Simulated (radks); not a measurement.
Q: Valence configurations of Kr II (all share [Ar]). All-electron calculation, scalar-relativistic Kohn-Sham, PBE, spin-unpolarised, spherical densities, finite nucleus; Fermi nuclear charge, rms radius 4.1884 fm. Program: a radial shooting solver on a logarithmic mesh with Libxc functionals. Order these by energy: 3d10 4s2 4p5; 3d9.5 4s2 4p5.5; 3d9 4s2 4p6; 3d10 4s1 4p6.

A: From the lowest, in eV above it: 3d10 4s2 4p5 0.000; 3d10 4s1 4p6 14.508; 3d9.5 4s2 4p5.5 38.316; 3d9 4s2 4p6 79.579. NIST lists [Ar] 3d10 4s2 4p5 as the ground configuration; this level of theory agrees among the configurations tried. The energies are those of spherical spin-averaged densities, not of single terms.
